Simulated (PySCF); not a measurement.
Ionisation energy of Pd³⁴⁺ by level of theory

Pd³⁴⁺ [Ne] 3s2 (1S) → Pd³⁵⁺ [Ne] 3s1 (2S), as a difference of total energies. Calculation: PySCF 2.14, in an uncontracted even-tempered set (18 s from 5.6 bohr⁻², ratio 2.5; 12 p from 7.3 bohr⁻², ratio 2.5; 4 d from 27 bohr⁻², ratio 2.7; 4 f from 41 bohr⁻², ratio 2.7); the spin-free X2C one-electron Hamiltonian (Gaussian nucleus). Correlated levels: outer shells: 1s2 frozen; virtual orbitals above 40 to 60 times the deepest correlated orbital energy dropped. The calculations carry no spin-orbit coupling.

```tsv
method	ionisation energy (eV)
UHF	2174.1
MP2 (outer shells)	2177.4
SCS-MP2 (outer shells)	2177.8
CCSD (outer shells)	2178.1
CCSD(T) (outer shells)	2178.2
```

Problem. How much does correlation contribute at CCSD(T) (outer shells)?

Solution. 2178.2 − (2174.1) = 4.1 eV, measured against UHF.

Breit and QED terms and the two-electron picture change are absent.

For comparison: 2181 ± 3 eV (semi-empirical (NIST evaluation); NIST Atomic Spectra Database, ionization energies).
